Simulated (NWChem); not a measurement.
The numbers come from NWChem runs, not from measurements. System: H4O4P, charge 1, spin multiplicity 1, displaced from the optimised geometry. The structure started from a generated list of species. Level: LDA (SVWN5)/def2-SVP.

The NWChem input:

```
start mol
memory heap 200 mb stack 800 mb global 1000 mb
charge 1
geometry units angstroms nocenter noautoz
  O      1.180090    -0.649215    -0.843143
  P      0.000000     0.000000     0.000002
  O      0.649220     1.180082     0.843151
  O     -1.180090     0.649215    -0.843143
  O     -0.649220    -1.180082     0.843151
  H      1.042494    -1.523103    -1.291841
  H      1.523159     1.042518     1.291759
  H     -1.042494     1.523103    -1.291841
  H     -1.523159    -1.042518     1.291759
  symmetry group C2
end
basis spherical
  * library def2-svp
end
dft
  xc slater vwn_5
  semidirect memsize 60000000 filesize 0
  iterations 100
  convergence damp 70 ncydp 30
end
task dft gradient
```

Part of the output:

```
             Northwest Computational Chemistry Package (NWChem) 7.3.0
             --------------------------------------------------------

                                NWChem Input Module
                                -------------------

 Scaling coordinates for geometry "geometry" by  1.889725989
 (inverse scale =  0.529177249)

 Turning off AUTOSYM since
 SYMMETRY directive was detected!

                             Geometry "geometry" -> ""
                             -------------------------

 Output coordinates in angstroms (scale by  1.889725989 to convert to a.u.)

  No.       Tag          Charge          X              Y              Z
 ---- ---------------- ---------- -------------- -------------- --------------
    1 O                    8.0000     1.18009000    -0.64921500    -0.84314300
    2 P                   15.0000     0.00000000     0.00000000     0.00000200
    3 O                    8.0000     0.64922000     1.18008200     0.84315100
    4 O                    8.0000    -1.18009000     0.64921500    -0.84314300
    5 O                    8.0000    -0.64922000    -1.18008200     0.84315100
    6 H                    1.0000     1.04249400    -1.52310300    -1.29184100
    7 H                    1.0000     1.52315900     1.04251800     1.29175900
    8 H                    1.0000    -1.04249400     1.52310300    -1.29184100
    9 H                    1.0000    -1.52315900    -1.04251800     1.29175900

 Effective nuclear repulsion energy (a.u.)     286.7189382778

            Nuclear Dipole moment (a.u.)
            ----------------------------
        X                 Y               Z
 ---------------- ---------------- ----------------
    -0.0000000000     0.0000000000    -0.0000113384

      Symmetry information
      --------------------

 Group name             C2
 Group number              4
 Group order               2
 No. of unique centers     5

      Symmetry unique atoms

     1    2    3    6    7


 Summary of "ao basis" -> "" (spherical)
 ------------------------------------------------------------------------------
       Tag                 Description            Shells   Functions and Types
 ---------------- ------------------------------  ------  ---------------------
 *                          def2-svp                  on all atoms

                                 NWChem DFT Module
                                 -----------------

 Summary of "ao basis" -> "ao basis" (spherical)
 ------------------------------------------------------------------------------
       Tag                 Description            Shells   Functions and Types
 ---------------- ------------------------------  ------  ---------------------
 O                          def2-svp                 6       14   3s2p1d
 P                          def2-svp                 8       18   4s3p1d
 H                          def2-svp                 3        5   2s1p

 Summary of "ao basis" -> "ao basis" (spherical)
 ------------------------------------------------------------------------------
       Tag                 Description            Shells   Functions and Types
 ---------------- ------------------------------  ------  ---------------------
 O                          def2-svp                 6       14   3s2p1d
 P                          def2-svp                 8       18   4s3p1d
 H                          def2-svp                 3        5   2s1p

      Symmetry analysis of basis
      --------------------------
[...]
  ----- ------------  ---------------      ----- ------------  ---------------
    25      0.634002  2 P  px                 3     -0.567293  1 O  s
    49      0.567293  4 O  s                 76      0.497059  6 H  s
    86     -0.497059  8 H  s                 81     -0.301399  7 H  s
    91      0.301399  9 H  s                 22      0.299329  2 P  px
    26     -0.191396  2 P  py                80     -0.190558  7 H  s

 Vector   28  Occ=0.000000D+00  E=-1.766823D-01  Symmetry=b
              MO Center= -9.1D-14, -2.3D-13,  2.6D-01, r^2= 5.1D+00
   Bfn.  Coefficient  Atom+Function         Bfn.  Coefficient  Atom+Function
  ----- ------------  ---------------      ----- ------------  ---------------
    26      0.633984  2 P  py                35     -0.567289  3 O  s
    63      0.567289  5 O  s                 81      0.497074  7 H  s
    91     -0.497074  9 H  s                 76      0.301407  6 H  s
    86     -0.301407  8 H  s                 23      0.299322  2 P  py
    25      0.191391  2 P  px                75      0.190554  6 H  s

 center of mass
 --------------
 x =   0.00000000 y =   0.00000000 z =   0.00000291

 moments of inertia (a.u.)
 ------------------
         418.202781940067          -0.000764077727           0.000000000000
          -0.000764077727         418.206548279856           0.000000000000
           0.000000000000           0.000000000000         463.517750825322

     Multipole analysis of the density
     ---------------------------------

     L   x y z        total         alpha         beta         nuclear
     -   - - -        -----         -----         ----         -------
     0   0 0 0      1.000000    -25.000000    -25.000000     51.000000

     1   1 0 0     -0.000000     -0.000000     -0.000000     -0.000000
     1   0 1 0      0.000000      0.000000      0.000000      0.000000
     1   0 0 1     -0.000132     -0.000060     -0.000060     -0.000011

     2   2 0 0    -18.854785    -73.419434    -73.419434    127.984082
     2   1 1 0      0.000326     -0.000196     -0.000196      0.000718
     2   1 0 1      0.000000      0.000000      0.000000      0.000000
     2   0 2 0    -18.855147    -73.418459    -73.418459    127.981772
     2   0 1 1      0.000000      0.000000      0.000000      0.000000
     2   0 0 2    -17.935443    -61.504663    -61.504663    105.073884

            General Information
            -------------------
          SCF calculation type: DFT
          Wavefunction type:  closed shell.
          No. of atoms     :     9
          No. of electrons :    50
           Alpha electrons :    25
            Beta electrons :    25
          Charge           :     1
          Spin multiplicity:     1
          Use of symmetry is: on ; symmetry adaption is: on
          Maximum number of iterations: 100
          AO basis - number of functions:    94
                     number of shells:    44
          Convergence on energy requested:  1.00D-06
          Convergence on density requested:  1.00D-05
          Convergence on gradient requested:  5.00D-04

              XC Information
              --------------
                        Slater Exchange Functional  1.000 local
                      VWN V Correlation Functional  1.000 local

             Grid Information
             ----------------
          Grid used for XC integration:  medium
          Radial quadrature: Mura-Knowles
          Angular quadrature: Lebedev.
          Tag              B.-S. Rad. Rad. Pts. Rad. Cut. Ang. Pts.
          ---              ---------- --------- --------- ---------
          O                   0.60       49          10.0       434
          P                   1.00       88           8.0       590
          H                   0.35       45          10.0       434
          Grid pruning is: on
          Number of quadrature shells:   276
          Spatial weights used:  Erf1

          Convergence Information
          -----------------------
          Convergence aids based upon iterative change in
          total energy or number of iterations.
          Levelshifting, if invoked, occurs when the
          HOMO/LUMO gap drops below (HL_TOL):  1.00D-02
          DIIS, if invoked, will attempt to extrapolate
          using up to (NFOCK): 10 stored Fock matrices.

                    Damping(70%)  Levelshifting(0.5)       DIIS
                  --------------- ------------------- ---------------
          dE  on:    start            ASAP                start
          dE off:   30 iters        100 iters           100 iters

      Screening Tolerance Information
      -------------------------------
          Density screening/tol_rho:  1.00D-10
          AO Gaussian exp screening on grid/accAOfunc:  14
          CD Gaussian exp screening on grid/accCDfunc:  20
          XC Gaussian exp screening on grid/accXCfunc:  20
          Schwarz screening/accCoul:  1.00D-08

                            NWChem DFT Gradient Module
                            --------------------------

  charge          =   1.00
  wavefunction    = closed shell

  Using symmetry

                         DFT ENERGY GRADIENTS

    atom               coordinates                        gradient
                 x          y          z           x          y          z
   1 O       2.230047  -1.226838  -1.593309    0.017122  -0.006159  -0.011177
   2 P       0.000000   0.000000   0.000004    0.000000   0.000000   0.000000
   3 O       1.226848   2.230032   1.593324    0.006158   0.017122   0.011178
   4 O      -2.230047   1.226838  -1.593309   -0.017122   0.006159  -0.011177
   5 O      -1.226848  -2.230032   1.593324   -0.006158  -0.017122   0.011178
   6 H       1.970028  -2.878247  -2.441226    0.000667  -0.004668  -0.003173
   7 H       2.878353   1.970073   2.441071    0.004669   0.000668   0.003172
   8 H      -1.970028   2.878247  -2.441226   -0.000667   0.004668  -0.003173
   9 H      -2.878353  -1.970073   2.441071   -0.004669  -0.000668   0.003172

                 ----------------------------------------
                 |  Time  |  1-e(secs)   |  2-e(secs)   |
                 ----------------------------------------
                 |  CPU   |       0.01   |       1.54   |
                 ----------------------------------------
                 |  WALL  |       0.01   |       1.54   |
                 ----------------------------------------

 Task  times  cpu:        8.8s     wall:        8.8s

 Total times  cpu:        8.8s     wall:        8.8s
```
